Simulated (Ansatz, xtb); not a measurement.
**Isomers of ClGeHOTe in order of energy**

4 gas-phase structures of ClGeHOTe, found in a search over its isomers (lower ones may exist). Each was relaxed with GFN2-xTB:

A. `[O]=[Ge]([Cl])[TeH]`, a singlet
B. a singlet given by its coordinates
C. `[OH][Ge]([Cl])=[Te]`, a singlet
D. a singlet given by its coordinates

B (Å):

```yaml
atoms:
  - { symbol: Cl, position_ang: [1.2956, 0.3250, 1.4795] }
  - { symbol: Ge, position_ang: [-1.0994, -0.5521, -1.1125] }
  - { symbol: O, position_ang: [0.0460, 0.7314, -1.3590] }
  - { symbol: Te, position_ang: [-0.4214, -1.2916, 1.3261] }
  - { symbol: H, position_ang: [0.7054, 1.0138, -0.7160] }
```

Close contacts (Å): Cl1–Te4 2.36, Ge2–O3 1.74, Ge2–Te4 2.64, O3–H5 0.96.

D (Å):

```yaml
atoms:
  - { symbol: Cl, position_ang: [0.3453, -1.4605, 2.1386] }
  - { symbol: Ge, position_ang: [-0.3040, -0.1197, 4.1505] }
  - { symbol: O, position_ang: [-1.4463, 0.9694, 3.3731] }
  - { symbol: Te, position_ang: [-1.2847, -2.5790, 3.5440] }
  - { symbol: H, position_ang: [-2.1644, 0.8100, 2.7642] }
```

Close contacts (Å): Cl1–Ge2 2.50, Cl1–Te4 2.43, Ge2–O3 1.76, Ge2–Te4 2.72, O3–H5 0.95.

Question: Which do you expect lowest at r2SCAN-D4/def2-SVP, and how would the others follow?

Answer: Calculated order at r2SCAN-D4/def2-SVP: C (0.0), B (61.9), D (93.3), A (129.0) kJ/mol.

Energies above the lowest of each column, in kJ/mol; the last columns are at PBE0-D3(BJ)/def2-SVP geometries and were run for some of them only (a dash: not run or not comparable):

```csv
structure,GFN2-xTB,HF/STO-3G,r2SCAN-D4/def2-SVP,PBE0-D3(BJ)/def2-SVP,CCSD(T)/def2-SVP + ΔMP2/def2-TZVPP
C,1.7,0.0,0.0,0.0,0.0
B,5.3,55.6,61.9,56.7,72.8
D,0.0,119.4,93.3,–,–
A,59.9,125.1,129.0,–,–
```

CCSD(T)/def2-SVP + ΔMP2/def2-TZVPP puts C lowest of those it was run on; GFN2-xTB picks D. Some further structures that were screened fall inside this span and aren't listed. Flexible structures stand in one conformer each, not always the lowest. Frequencies (PBE0-D3(BJ)/def2-SVP) were run for B, C alone. Atoms past krypton carry core potentials in the def2 sets, without spin–orbit terms. ΔMP2 is the change of the MP2 energy from the smaller to the larger basis.

Over these structures GFN2-xTB departs from r2SCAN-D4/def2-SVP by 28.0 kJ/mol on average once a common shift is removed. A GFN2-xTB relaxation took about 0.46 s and the r2SCAN-D4/def2-SVP energy about 5.4 s on a shared host (Ansatz 0.2.0, xtb 6.7.1).
